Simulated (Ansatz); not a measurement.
Species: CH6BSi, SMILES `C[B][SiH3]` (charge 0, multiplicity 2), formula CH$_{6}$BSi.

Problem. How many basis functions does frozen-core CCSD(T)/cc-pVTZ // B3LYP-D3(BJ)/def2-TZVP in Ansatz (a program for electronic structure) use, how many core orbitals are frozen, and how many electrons are correlated?

Solution. 178 basis functions and 7 frozen orbitals, which leaves 17 correlated electrons. Core time is of the order of minutes.
